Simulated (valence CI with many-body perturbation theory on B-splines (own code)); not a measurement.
**A CI+MBPT run for Pd14+**

Calculated by configuration interaction combined with many-body perturbation theory (CI+MBPT): four valence electrons over a frozen Dirac-Fock core [Ar] 3d10, radial functions for each j: 11 s, 11 p, 10 d, 8 f, 5 g, 2 h, with the one-electron correlation potential Σ1 (screened to all orders), the two-electron term Σ2, the three-electron term Σ3, Breit, model QED; selected single and double excitations, second order for the rest, scaled by the run's own slope (own B-spline code, finite nucleus).

Command, and the settings that its task file holds:

```sh
python run_cv.py task.json out
```

```
atom Pd  Z=46  mass_number=106  rms_radius_fm=4.5318
core [Ar] 3d10
valence 4s2 4p2
avg = 1
basis = M
breit = 1
cap = 32000
capref = 2000
cscale = 1
de = 0.0
dress = 0
eps = 2e-08
extrap = 1
h = 0.27
hh = 1
l2 = 3
lcore = 6
maxit = 60
n2 = 5
natural = 1
nlev = 150
nno = [5, 5, 5, 4, 2, 1]
nroot = 36
nsp = [6, 6, 5, 4, 3, 1]
pt2 = 1
qed = 1
rpa = 1
s1 = 1
s2 = 1
s3 = 1
screen = 1
tol = 2e-05
whole = 1
```

It took 4.1 min on 1 thread of Arm Neoverse V1 (shared host).

Log. The first blocks belong to the next ion, which gives the ionisation energy. Fields: 2J, parity (1 odd), roots, reference size, generating configurations, candidates as configurations/state functions, variational space P, stored matrix elements, Davidson steps; e2 is the range of second-order energies in hartree. The first line gives the box (bohr), its intervals, the orbitals and the steps of their self-consistent field. Window is the range of levels sought, series limit the energy at which the first omitted orbital would enter, core excitation an estimate of the first excitation out of the core, left out the lowest levels not solved, and shifts from estimates the range by which levels moved from their first estimate, all in cm⁻¹.

```
rmax 15.5 intervals 63 orbitals 83 references ['4s2 4p2', '4s 4p3', '4s2 4p 4d', '4p4', '4s 4p2 4d'] scf 5 t 1.7
2J=1 par=1 roots 2 ref 34 generators 8 cand 2136/3164 P 2164/3198 nnz 1.7e+06 it 5
2J=1 par=1 roots 2 ref 34 generators 15 cand 1662/2505 P 3826/5703 nnz 4.3e+06 it 5
   second order: generators 31 cand 12574/19414 e2 -0.00003 -0.00001
reference levels 1322, estimated 654, window 1281407 1/cm; series limit 2265048, core excitation 2663702
2J=0 par=0 roots 13 ref 68 generators 45 cand 2597/3827 P 4279/6391 nnz 2.8e+06 it 7
2J=0 par=0 roots 13 ref 68 generators 66 cand 13789/24949 P 18068/31340 nnz 3.9e+07 it 8
   second order: generators 125 cand 106803/233793 e2 -0.00011 -0.00001
2J=2 par=0 roots 22 ref 157 generators 55 cand 686/1980 P 2282/6936 nnz 4.7e+06 it 9
2J=2 par=0 roots 22 ref 157 generators 92 cand 6900/25053 P 9182/31989 nnz 5.9e+07 it 9
   second order: generators 174 cand 147930/787492 e2 -0.00197 -0.00024
2J=4 par=0 roots 30 ref 212 generators 65 cand 658/2090 P 2068/7320 nnz 5.6e+06 it 10
2J=4 par=0 roots 30 ref 212 generators 104 cand 5813/24660 P 7881/31980 nnz 6.4e+07 it 10
   second order: generators 179 cand 153796/1142221 e2 -0.00236 -0.00049
2J=4 par=1 roots 27 ref 117 generators 45 cand 474/2050 P 1868/7207 nnz 5.7e+06 it 9
2J=4 par=1 roots 27 ref 117 generators 78 cand 5583/24767 P 7451/31974 nnz 6.8e+07 it 9
   second order: generators 138 cand 110511/774760 e2 -0.00202 -0.00028
2J=2 par=1 roots 23 ref 95 generators 51 cand 605/1944 P 2317/6868 nnz 4.5e+06 it 10
2J=2 par=1 roots 23 ref 95 generators 81 cand 7127/25063 P 9444/31931 nnz 6.1e+07 it 10
   second order: generators 148 cand 120249/636922 e2 -0.00125 -0.00024
2J=6 par=1 roots 21 ref 100 generators 34 cand 435/1954 P 1787/6883 nnz 5.3e+06 it 8
2J=6 par=1 roots 21 ref 100 generators 58 cand 5358/25106 P 7145/31989 nnz 6.9e+07 it 10
   second order: generators 120 cand 100960/943334 e2 -0.00166 -0.00064
2J=0 par=1 roots 10 ref 35 generators 32 cand 2449/3850 P 4167/6413 nnz 2.9e+06 it 9
2J=0 par=1 roots 10 ref 35 generators 50 cand 13237/23196 P 17404/29609 nnz 3.9e+07 it 11
   second order: generators 97 cand 78924/168758 e2 -0.00012 -0.00001
2J=8 par=1 roots 13 ref 64 generators 24 cand 736/3160 P 1643/6373 nnz 4.7e+06 it 9
2J=8 par=1 roots 13 ref 64 generators 45 cand 5538/25522 P 7181/31895 nnz 6.8e+07 it 9
   second order: generators 90 cand 86513/781867 e2 -0.00139 -0.00069
2J=6 par=0 roots 20 ref 184 generators 42 cand 595/2033 P 1845/7239 nnz 5.8e+06 it 9
...
2J=10 par=0 roots 4 ref 75 generators 33 cand 5718/25764 P 7795/31982 nnz 6.6e+07 it 10
   second order: generators 61 cand 76519/686429 e2 -0.00091 -0.00020
2J=10 par=1 roots 5 ref 29 generators 14 cand 1261/3897 P 2081/6383 nnz 4.2e+06 it 5
2J=10 par=1 roots 5 ref 29 generators 31 cand 6036/25552 P 8117/31935 nnz 6.5e+07 it 8
   second order: generators 66 cand 76155/667460 e2 -0.00095 -0.00041
2J=12 par=1 roots 2 ref 8 generators 7 cand 1572/4017 P 2655/6649 nnz 4.2e+06 it 4
2J=12 par=1 roots 2 ref 8 generators 15 cand 5599/25356 P 8254/32005 nnz 6.4e+07 it 5
   second order: generators 34 cand 48888/395347 e2 -0.00036 -0.00017
left out: unestimated 1692938, estimated 1349445, shifts from estimates -52 to 193
operators 3.5
```

The Davidson iterations converged.

No measured levels were compared; by estimate levels hold to about 250 cm⁻¹ or 0.2 % of their energy and the worst to 1 %, as in measured heavy ions of charge 2 to 7; those with d or f electrons hold less well. Among the levels kept, up to 560 cm⁻¹ of a level comes from second order outside the variational space, and about a tenth of that is noise between levels of different J, which matters for small intervals.

```
Valence energy                            : -58.81943 hartree
Ionisation energy                         : 343.39 eV (NIST: 342 ± 3 eV (theoretical))
Reference configurations for the orbitals : 4s2 4p2, 4s 4p3, 4s2 4p 4d, 4p4, 4s 4p2 4d
Radial orbitals                           : 83
Box radius                                : 15.46 bohr
Largest variational space                 : 32005
Lowest levels                             : 4s²4p² ³P_0 0.000, 4s²4p² ³P_1 4.569, 4s²4p² ³P_2 6.206, 4s²4p² ¹D_2 12.193, 4s²4p² ¹S_0 16.684, 4s4p³ ⁵S°_2 35.496, 4s4p³ ³D°_1 42.675, 4s4p³ ³D°_2 43.313, 4s4p³ ³D°_3 45.118, 4s4p³ ³P°_0 48.957, 4s4p³ ³P°_1 49.650, 4s4p³ ³P°_2 50.315, 4s4p³ ¹D°_2 55.600, 4s4p³ ³S°_1 55.982 eV
```

Names give the largest LS component (configuration and term), which can be under half, so a name can repeat, a term be missing and a line seem to break the LS rules; names also repeat where a configuration has a term twice.
